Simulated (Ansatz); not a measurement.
```yaml
crystal:
  periodic: [false, false, false]
  atoms:
    - {symbol: O, position_ang: [-0.854094, 0.243122, -1.795551]}
    - {symbol: Si, position_ang: [0.237984, 0.217621, -0.426740]}
    - {symbol: O, position_ang: [1.579664, -0.096102, -1.200378]}
    - {symbol: C, position_ang: [-0.309661, -0.500523, 1.188539]}
    - {symbol: O, position_ang: [-0.049049, 1.157377, 0.924763]}
    - {symbol: H, position_ang: [-1.743796, 0.560197, -1.522324]}
    - {symbol: H, position_ang: [2.340524, -0.178248, -0.574014]}
    - {symbol: H, position_ang: [0.474843, -0.849889, 1.905703]}
    - {symbol: H, position_ang: [-1.435676, -0.624944, 1.504749]}
basis:
  gaussian: {orbitals: "6-31++G**"}
hamiltonian: {xc: {name: SPW92}}
```

```sh
$ ansatz run in.yaml --threads 2 --pin off --events-out ev --progress --plain --max-ram 4352MiB
```

Output, abridged:

```
Functional definition: SPW92
1137 factors; their error is unknown
mean field evaluation 1: about -15019.8474 eV, gradient 9.5e1 eV
mean field evaluation 2: about -14960.5844 eV, gradient 1.9e2 eV
mean field evaluation 4: about -15035.8715 eV, gradient 2.3e1 eV
mean field evaluation 8: about -15036.9472 eV, gradient 3.2e-1 eV
mean field evaluation 16: about -15036.8935 eV, gradient 2.0e-4 eV
mean field -15036.89347188 eV, -552.5956427193 hartree, gradient 5.0e-5 eV, S^2 0.000000; 0 other end points of the search recorded, 0 dependent functions left out
reference -15036.89355322 eV, -552.5956457083 hartree; 24, 24 occupied and 99, 99 virtual orbitals, 1137 factors
Total energy: -15036.89355322 eV, -552.5956457083 hartree
```

It took 1.2 s on 2 threads of an Arm Neoverse V1 on a shared host, with 0.41 GiB of host memory at the peak.
